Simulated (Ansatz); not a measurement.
Cost and result up the ladder for the cluster Si₄N₄O₂ (10 atoms). Charge 0, multiplicity 1. Geometry: PBE0-D4/def2-SVP.

```xyz
10

Si   -1.7309   -0.0272   -3.9693
Si    0.8413    0.1875    1.2950
Si    2.4447    0.5435    4.0715
Si   -1.1166   -0.5247   -0.9811
N     3.1916    0.6989    5.4401
N    -1.0246    0.0325   -2.5688
N     1.6588    0.3864    2.6096
N     0.1964    0.1374   -0.1326
O    -2.1730   -1.4561   -0.3851
O    -2.2876    0.0217   -5.3793
```

Ansatz on 4 threads of Arm Neoverse V1 on a shared host. Times are rough, and most runs start from the orbitals of an earlier one. No level here is sound enough to serve as a yardstick. Binding counts from free atoms at the same level (Si triplet, N quartet, O triplet; other spins of the atoms weren't run), without zero-point energy or a counterpoise term.

B3LYP takes the VWN-RPA correlation. Correlated methods freeze 26 core orbitals. The rows differ in basis, and correlated rows in double-zeta sets carry the largest basis error. Another isomer (singlet) lies 4.73 eV lower at PBE0-D4/def2-TZVP; other spin states weren't run for this one.

Correlated methods converge slowly with the basis, most of all in double-zeta sets.

```tsv
level	functions	wall time	binding energy per atom (eV)	remarks
BLYP-D4/def2-TZVP	334	4.3 s	4.25	restricted SCF unstable in HF
PBE-D4/def2-TZVP (with forces)	334	5.5 s	4.32	restricted SCF unstable in HF
r2SCAN-D4/def2-TZVP	334	9 s	4.07	restricted SCF unstable in HF
B3LYP-D4/def2-TZVP	334	9.5 s	4.06	restricted SCF unstable in HF
PBE0-D4/def2-TZVP	334	14 s	4.00	restricted SCF unstable in HF
CCSD(T)/def2-SVP	156	49 s	3.44	large T1 (0.028), restricted SCF unstable
```
